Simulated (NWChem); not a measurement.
What each level costs for bifluoride (HF₂ (-1))

```
F
H 1 1.1624
F 2 1.1624 1 180.00
```
Charge -1, spin multiplicity 1.

The numbers come from NWChem runs, not from measurements. Structure: optimised with PBE/def2-SVP, a minimum by its harmonic frequencies.

Basis set: aug-cc-pVTZ (115 functions). Each entry is one whole single-point run; the coupled-cluster runs use the TCE module, and the SCF and DFT modules converge to different thresholds.

The correlated methods keep 2 core orbitals frozen. B3LYP has NWChem's definition, with VWN1-RPA local correlation. The anion's geometry comes from a basis without diffuse functions.

Question: Roughly how much processor time does each of these take, relative to RHF: MP2, B2PLYP, PBE, B3LYP, LDA (SVWN5), CR-CCSD(T)?

Answer: PBE about the same, within a factor of 3; B3LYP about the same, within a factor of 3; LDA (SVWN5) about the same, within a factor of 3; MP2 about the same, within a factor of 3; B2PLYP about the same, within a factor of 3; CR-CCSD(T) about 40 (rough ratios from shared machines).
